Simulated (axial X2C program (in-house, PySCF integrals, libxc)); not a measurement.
**NiGa along the bond: PBE0, with spin–orbit coupling**

Computed with an in-house all-electron X2C program for linear molecules (integrals from PySCF). Two-component (2c) means X2C with spin–orbit coupling and atomic mean-field two-electron Coulomb and Gaunt terms. Basis: Ga dyall-cv3z [9s9p7d4f1g], Ni dyall-cv3z [9s9p6d3f2g] (cores contracted in-house); Gaussian nuclei, density fitting, unrestricted open shells. Masses: Ga 68.926 u, Ni 57.935 u.

State: Ω = 5/2 (⟨Sz⟩ = 0.50, ⟨Lz⟩ = 2.00 at PBE0). Dipoles are positive if Ni is the positive end.

```tsv
R (Å)	μ (D)	HOMO (eV)	LUMO (eV)
2.151	-0.039	-4.97	-2.04
2.222	-0.160	-4.98	-2.02
2.293	-0.297	-4.97	-2.00
2.364	-0.450	-4.96	-2.00
2.447	-0.644	-4.94	-1.99
2.530	-0.850	-4.91	-1.99
2.636	-1.128	-4.86	-2.01
```

Task: The minimum lies at 2.357 Å. What is the dipole moment there, and its slope?

Result: At PBE0, 2c, with the sign and origin stated: μ = -0.43 D, dμ/dR = -2.23 D/Å.

The state is a single determinant with fixed occupations, the lowest that a limited PBE0 search found. Density functionals use the spin component along the axis (collinear). Other states lie close and PBE0, whose exact exchange favours high spin, may order them wrongly; the determinant shown need not be the ground state. The nearest other 2c determinant of the search, Ω = 3/2, lies 0.14 eV up at the distance of the search. The functionals have no current-density term, which raises determinants with orbital currents, atoms included.
